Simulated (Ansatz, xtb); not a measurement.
**Two isomers of C3H5F2NO**

Structure a is `CC(F)(F)C(N)=O`, a singlet and structure b is `CNC(=O)C(F)F`, a singlet. Both are isolated molecules in the gas phase, relaxed with B3LYP-D3(BJ)/def2-SVP; the shapes shown needn't be the lowest conformers.

a (Å):

```csv
atom,x (Å),y (Å),z (Å)
C,-0.6746,2.5287,-1.0117
C,0.5158,2.0936,-0.2027
C,0.7827,2.9895,1.0320
F,1.6453,2.1240,-0.9705
F,0.3665,0.7855,0.2022
N,1.1986,2.3154,2.1287
O,0.6424,4.1934,0.9578
H,-0.5506,3.5846,-1.2824
H,-0.7404,1.9083,-1.9163
H,-1.5934,2.4179,-0.4191
H,1.4313,2.8397,2.9636
H,1.2666,1.3064,2.1249
```

b (Å):

```xyz
12

C    -0.0412   -0.3671   -0.7838
C    -0.6113    0.9730    1.1954
C    -0.5167    1.0345    2.7290
F    -0.2683   -0.1984    3.2642
F     0.5071    1.8483    3.0760
N    -0.0839   -0.1458    0.6457
O    -1.1059    1.9056    0.5909
H     0.9958   -0.4817   -1.1398
H    -0.6126   -1.2659   -1.0685
H    -0.4890    0.5085   -1.2714
H     0.2701   -0.8555    1.2766
H    -1.4540    1.4294    3.1536
```

Question: Estimate E(b) − E(a) at the level CCSD(T)/def2-SVP + ΔMP2/def2-TZVPP.

Answer: Calculated at CCSD(T)/def2-SVP + ΔMP2/def2-TZVPP: E(b) − E(a) = +11.9 kcal/mol, so structure a lies lower.

Level by level:

```
                             level               geometry  E(b) − E(a) (kcal/mol)  departure from the last row (kcal/mol)  job, with rough time for the two
                          GFN2-xTB               GFN2-xTB                      +3.0                                    −8.9               optimisation, 0.3 s
                         HF/STO-3G               GFN2-xTB                      +5.7                                    −6.2               single point, 0.7 s
                r2SCAN-D4/def2-SVP               GFN2-xTB                     +12.9                                    +1.0               single point, 4.4 s
             B3LYP-D3(BJ)/def2-SVP  B3LYP-D3(BJ)/def2-SVP                     +11.2                                    −0.7             optimisation, 2.2 min
                       HF/def2-SVP  B3LYP-D3(BJ)/def2-SVP                     +10.8                                    −1.0           part of the CCSD(T) run
                      MP2/def2-SVP  B3LYP-D3(BJ)/def2-SVP                     +12.4                                    +0.5           part of the CCSD(T) run
                  CCSD(T)/def2-SVP  B3LYP-D3(BJ)/def2-SVP                     +11.8                                     0.0                      single point
CCSD(T)/def2-SVP + ΔMP2/def2-TZVPP  B3LYP-D3(BJ)/def2-SVP                     +11.9                                                        single point, 57 s
```

As drawn, b has 1 C–N, 1 C–H in place of 1 C–C, 1 N–H.

The levels shown agree on the order. The largest departure from CCSD(T)/def2-SVP + ΔMP2/def2-TZVPP is that of GFN2-xTB, 8.9 kcal/mol. The last row adds to CCSD(T) the change of the MP2 difference between the two basis sets, here 0.0 kcal/mol.

With thermal terms from frequencies at re-optimised GFN2-xTB minima (ideal gas, soft modes damped towards free rotors, one conformer each, 298.15 K, 1 atm): the zero-point term adds +0.6 kcal/mol; ΔH is +12.4 and ΔG +12.1 kcal/mol.

The correlated steps freeze 7 core orbitals. Programs: Ansatz 0.2.0, xtb 6.7.1; the last row on 2 threads of Intel(R) Xeon(R) Processor on a shared host.
